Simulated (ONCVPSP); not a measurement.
iron: excitation energies, all-electron against ONCV

```json
{
  "Element": "iron (Fe)",
  "Generator": "ONCVPSP 4.0.1",
  "Type": "optimised norm-conserving Vanderbilt (ONCV)",
  "Functional": "LDA (Perdew-Wang 92)",
  "Relativity": "non-relativistic",
  "Frozen core": "[Ne]",
  "Valence charge": "16",
  "Reference configuration": "3s2 3p6 3d6 4s2",
  "Partial waves": "3s+4s: rc 1.40 bohr, ncon 4, nbas 7, qcut 8.3 1/bohr, 2 projectors; 3p: rc 1.30 bohr, ncon 5, nbas 9, qcut 10.6 1/bohr, 1 projector; 3d: rc 1.55 bohr, ncon 3, nbas 7, qcut 10.7 1/bohr, 2 projectors, debl 1.4 Ha",
  "Local potential": "polynomial inside 0.95 bohr (lpopt 5, dvloc0 0 Ha)",
  "Core correction": "none"
}
```

Energies are relative to the spin-unpolarised reference configuration 3s2 3p6 3d6 4s2; without spin polarisation the order of configurations can differ from experiment.

| valence configuration | charge | ΔE all-electron (eV) | error AE − PS (meV) |
| --- | --- | --- | --- |
| 3s2 3p6 3d6 4s1 | +1 | 8.842 | +1.1 |
| 3s2 3p6 3d5 4s0 | +3 | 59.857 | +30 |
| 3s2 3p6 3d6 4s0 4p1 | +1 | 13.810 | +23 |

Q: What are ΔE and the potential's error for 3s2 3p6 3d6 4s0?

A: ΔE = 25.110 eV all-electron; the error (AE − PS) is +6.1 meV.

Levels in the configuration 3s2 3p6 3d6 4s1:

```json
{"level": "3s", "all-electron (eV)": "-99.995", "pseudo (eV)": "-100.005"}
{"level": "3p", "all-electron (eV)": "-68.080", "pseudo (eV)": "-68.085"}
{"level": "3d", "all-electron (eV)": "-16.493", "pseudo (eV)": "-16.505"}
{"level": "4s", "all-electron (eV)": "-12.454", "pseudo (eV)": "-12.451"}
```
